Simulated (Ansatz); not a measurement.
`CO[SiH2][NH][GeH3]` + `OB(F)[SiH2][SiH3]` → `CO[SiH2]B(O)F` + `[SiH3][SiH2][NH][GeH3]`  (redistribution)

Calculated with Ansatz (gas phase, PBE0-D4/def2-TZVP geometries, no zero-point term in ΔE). CCSD(T)/CBS adds triple-zeta CCSD(T) − MP2 to the extrapolated MP2 energy (def2 sets, frozen cores). Functionals use def2-TZVPP. B3LYP here is the variant with VWN-RPA as its local correlation; programs differ in this. For Ge outer-core shells are correlated without core-valence functions, which leaves a few kJ/mol of doubt a bond. Scalar relativity is left out up to krypton. One conformer a species, not always the lowest.

| level | ΔE (kJ/mol) | difference from CCSD(T)/CBS |
| --- | --- | --- |
| PBE-D4 | 27.8 | -1.4 |
| r2SCAN-D4 | 30.4 | 1.2 |
| PBE0-D4 | 29.1 | -0.1 |
| B3LYP-D4 | 27.3 | -1.9 |
| ωB97X-V | 28.0 | -1.2 |
| ωB97M-V | 29.6 | 0.4 |
| B2PLYP | 28.7 | -0.5 |
| PBE | 28.2 | -1.0 |
| r2SCAN | 30.4 | 1.2 |
| PBE0 | 29.4 | 0.2 |
| B3LYP | 28.1 | -1.1 |
| HF/def2-TZVPP | 30.1 | 0.9 |
| MP2/def2-TZVPP | 29.9 | 0.7 |
| SCS-MP2/def2-TZVPP | 28.4 | -0.8 |
| CCSD/def2-TZVPP | 29.7 | 0.5 |
| CCSD(T)/def2-TZVPP | 29.7 | 0.5 |
| HF/def2-QZVPP | 30.1 | 0.9 |
| MP2/def2-QZVPP | 29.6 | 0.4 |
| SCS-MP2/def2-QZVPP | 28.1 | -1.1 |
| HF/CBS(def2) | 30.1 | 0.9 |
| MP2/CBS(def2) | 29.4 | 0.2 |
| CCSD/CBS(def2) | 29.2 | 0.0 |
| CCSD(T)/CBS | 29.2 | 0 |

Largest T1 diagnostic among the species: 0.014.
